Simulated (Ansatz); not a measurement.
The same substitution along the group O, Se, Te.

Isolated molecules relaxed with PBE0-D4/def2-TZVP in Ansatz; ΔE leaves out vibrations. CBS: MP2 limit from def2 TZ/QZ plus the TZ coupled-cluster correction, frozen cores. This one scheme is used for every species. DFT in def2-TZVPP. def2 core potentials past Kr. For Se, Te outer-core shells are correlated without core-valence functions, which leaves a few kJ/mol of doubt a bond. Scalar relativity is left out up to krypton. Each species was taken in one conformer, which may not be the lowest.

| reaction | ωB97X-V (kJ/mol) | HF/CBS(def2) (kJ/mol) | PBE0-D4 (kJ/mol) | MP2/CBS(def2) (kJ/mol) |
| --- | --- | --- | --- | --- |
| `C=C(C)O` + `BN` → `BNC(=C)C` + H₂O | -5 | 2 | -10 | -22 |
| `C=C(C)[SeH]` + `BN` → `BNC(=C)C` + H₂Se | -4 | -8 | -5 | 6 |
| `C=C(C)[TeH]` + `BN` → `BNC(=C)C` + H₂Te | -3 | -7 | -3 | 17 |

Question: Give the CCSD(T)/CBS values in the same order. (Estimate.)

Answer: Ansatz gave: -17, 0, 8 kJ/mol.

Largest T1 diagnostic: 0.013, for `BNC(=C)C`.
